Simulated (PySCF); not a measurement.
In(F)(Me)2 (C2H6FIn), SMILES [CH3][In]([CH3])[F]. Atoms are numbered in the order given.

```xyz
10

In     0.0000     0.0000    -0.0658
F      0.0000     0.0000     1.9218
C      2.0379    -0.0001    -0.7496
H      2.1103    -0.0124    -1.8458
H      2.5354     0.8994    -0.3571
H      2.5427    -0.8859    -0.3360
C     -2.0379     0.0001    -0.7496
H     -2.1103     0.0124    -1.8458
H     -2.5354    -0.8994    -0.3571
H     -2.5427     0.8859    -0.3360
```

The structure is a stationary point at r2SCAN-D4/def2-SVP. The structure was generated by enumeration; whether it is a known compound was not checked. The def2 effective core potentials stand for the cores of In; spin–orbit coupling is left out.

These are B3LYP/def2-TZVP run with PySCF values and carry that method's errors.

ESP charges are fitted to the potential on shells at 1.4 to 2.0 van der Waals radii. Atomic charges (e):

```csv
atom,ESP fit,Löwdin,Mulliken
In1,(withheld),0.56,0.90
F2,(withheld),-0.30,-0.53
C3,(withheld),-0.52,-0.60
H4,(withheld),0.12,0.14
H5,(withheld),0.13,0.14
H6,(withheld),0.13,0.14
C7,(withheld),-0.52,-0.60
H8,(withheld),0.12,0.14
H9,(withheld),0.13,0.14
H10,(withheld),0.13,0.14
```

Task: Complete the blanks. (The exact figures need the calculation; the answer reports its results.)

Result: 
- In1, ESP fit: 1.10
- F2, ESP fit: -0.55
- C3, ESP fit: -0.90
- H4, ESP fit: 0.18
- H5, ESP fit: 0.22
- H6, ESP fit: 0.22
- C7, ESP fit: -0.90
- H8, ESP fit: 0.18
- H9, ESP fit: 0.22
- H10, ESP fit: 0.22
